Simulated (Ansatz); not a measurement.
Spectroscopic constants of TeH, multiplicity 2 (the spin of the measured ground state). No spin–orbit coupling.

D_e counts from the fitted minimum to each atom's lowest state at the same level, without counterpoise.

Run with Ansatz (Gaussian orbitals). Values without a source in brackets are computed. In def2 rows elements past Kr take small-core potentials, without spin–orbit coupling.

Q: Estimate the bond energy D_e that r2SCAN/def2-TZVPP returns for this input.

A: 287 kJ/mol

Q: What is the computed bond energy D_e (wB97X-V/def2-TZVPP)?

A: 293 kJ/mol

Q: Give the bond energy D_e at the level PBE0/def2-TZVPP.

A: 282 kJ/mol

Ansatz is a quantum-chemistry and plane-wave program.
